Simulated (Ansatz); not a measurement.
A made-up structure of AlH4SeO (charge +1), closed shell:

O1  (0.657, 0.699, -0.004)
Al2  (-1.130, 0.109, 0.087)
Se3  (2.160, -0.979, -0.217)
H4  (-1.646, -1.319, 0.030)
H5  (-2.299, 1.071, 0.232)
H6  (0.590, 1.664, 0.061)
H7  (1.096, -1.997, -0.195)
(Å)

It is relaxed with PBE-D4/def2-SVP and then PBE0-D4/def2-TZVP (Ansatz 0.2.0). Atoms count as bonded within 1.22 times the sum of their covalent radii (H–H: 0.88 Å). The end point is not checked to be a true minimum.

Q: Does its bonding change? (Judge from chemistry; the calculation decides.)

A: Computed: No: no bond forms or breaks.

Where it ends: The first stage lowers the energy by 1.60 eV in 15 steps. It ends as AlH₄SeO ([AlH2][OH][SeH]), total charge +1:
```
7
angstrom
O 0.3755 0.3072 -0.0609
Al -1.4613 0.0848 -0.0290
Se 1.6664 -0.8988 -0.7145
H -1.7943 -1.3523 -0.5210
H -2.0466 1.4310 0.4961
H 0.7846 1.1462 0.1988
H 1.9054 -1.4709 0.6233
```

Labels in which every atom is bracketed show which atoms are joined, not bond orders.

For scale, one of the runs: PBE0-D4/def2-TZVP relaxation, 140 basis functions, launched by `ansatz run in.yaml --threads 2 --pin off --events-out ev --progress --plain --max-ram 4352MiB`. The run took about 25 s on 2 CPU threads of an Arm Neoverse V1 (shared host).
